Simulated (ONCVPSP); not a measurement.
## u(r) = r·R(r): atom against pseudo-atom (Al)

Columns: radius, all-electron u(r) and pseudo u(r) of the 2s shell (level -109.34 eV) of aluminium in the configuration [He] 2s2 2p6 3s2 3p0.75; LDA (Perdew-Wang 92), scalar-relativistic, ONCV scheme, ONCVPSP 4.0.1.

```tsv
r (bohr)	all-electron	pseudo
0.062	-0.5979	0.2534
0.125	-0.3128	0.4982
0.188	0.1826	0.7183
0.250	0.6278	0.9016
0.312	0.9573	1.0454
0.375	1.1692	1.1482
0.438	1.2768	1.2073
0.500	1.3054	1.2256
0.562	1.2804	1.2095
0.625	1.2186	1.1644
0.688	1.1348	1.0976
0.750	1.0411	1.0176
0.812	0.9433	0.9298
0.875	0.8448	0.8378
0.938	0.7503	0.7471
1.000	0.6633	0.6619
1.062	0.5831	0.5826
1.125	0.5091	0.5089
1.188	0.4428	0.4427
1.250	0.3846	0.3845
1.312	0.3331	0.3330
1.375	0.2871	0.2871
1.438	0.2469	0.2469
1.500	0.2124	0.2124
1.562	0.1825	0.1825
1.625	0.1561	0.1561
```

(1) How many radial nodes do the two functions have?

(2) At about which radius was the pseudo-wave matched?

(3) Is the pseudo-wave norm-conserving?

Answers

(1) The all-electron 2s function has n − l − 1 = 1; the pseudo-wave has 0, since the states of the same l below it are removed with the core.

(2) 1.25 bohr. The columns agree to 0.0005 from 1.06 bohr on; several derivatives are matched, so the curves merge somewhat inside the radius.

(3) Yes: the ONCV scheme keeps the norm inside the radius equal to the all-electron one, which fixes the energy derivative of the logarithmic derivative at the level.
